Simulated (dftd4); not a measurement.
MoO3 (SMILES [O]=[Mo](=[O])=[O]), singlet, geometry from GFN2-xTB (such geometries of metal compounds can be far from the true shape); dftd4 4.2.0 with D4 for blyp.

Here is a job for dftd4.
```
$ dftd4 mol.xyz --func blyp --charge 0 --json dftd4.json --noedisp --property

# file mol.xyz
4

Mo    -0.00000000     0.00000000    -0.00000000
O     -1.13052664    -1.19505018    -0.09977712
O     -0.10130963     1.31480846    -0.98853729
O      1.23183628    -0.11975828     1.08831441
```

The log (banner, timings and long lists left out):

```
                    ____  _____ _____     ____  _  _
      -------------|  _ \|  ___|_   _|---|  _ \| || |------------
     |             | | | | |_    | | ___ | | | | || |_           |
     |             | |_| |  _|   | ||___|| |_| |__   _|          |
     |             |____/|_|     |_|     |____/   |_|            |
     |             ===================================           |
     |            E. Caldeweyher, S. Ehlert & S. Grimme          |
     |          Mulliken Center for Theoretical Chemistry        |
     |                    University of Bonn                     |
      -----------------------------------------------------------

Rational (Becke-Johnson) damping: blyp-D4-ATM
---------------------
  s6         1.0000
  s8         2.3408
  s9         1.0000
  a1         0.4449
  a2         4.0933
 alp        16.0000
--------------------

Atomic data, radii in Ångström:
------------------------------------------------------
   Z          R(cov)      r4/r2   hardness         EN
------------------------------------------------------
  42 Mo       1.6533     3.2784     0.2148     2.1600
   8 O        0.8400     1.3725     0.5869     3.4400
------------------------------------------------------

Atomic reference systems (in atomic units):
----------------------------------------------------------------------------
   Z        #      CN     q+Z       C6(AA)   #      CN     q+Z       C6(AA)
----------------------------------------------------------------------------
  42 Mo     1  0.0000 14.0000     868.9082   2  1.8951 14.4674     355.7494
            3 10.7785 14.4734     253.6894   4  5.5965 14.5943     263.3656
   8 O      1  0.0000  8.0000      15.5711   2  0.8042  7.6453      20.8489
            3  1.6112  7.4012      24.8631   4  0.9798  8.0000      14.9880
----------------------------------------------------------------------------

Atomic properties (in atomic units):
----------------------------------------------------------------------------
     #    Z              CN          q      C6(AA)        C8(AA)   alpha(0)
----------------------------------------------------------------------------
     1   42 Mo       2.4126     1.7833    285.8451    32914.3619    41.0861
     2    8 O        0.8042    -0.5944     25.9216      523.1120     6.8307
     3    8 O        0.8042    -0.5944     25.9216      523.1120     6.8307
     4    8 O        0.8042    -0.5944     25.9216      523.1120     6.8307
----------------------------------------------------------------------------

Molecular properties (in atomic units):
----------------------------------------
 molecular C6                 981.3850
 molecular C8               59904.9973
----------------------------------------

Dispersion energy:      -7.7831887323737E-03 Eh

[Info] JSON dump of results written to 'dftd4.json'
```
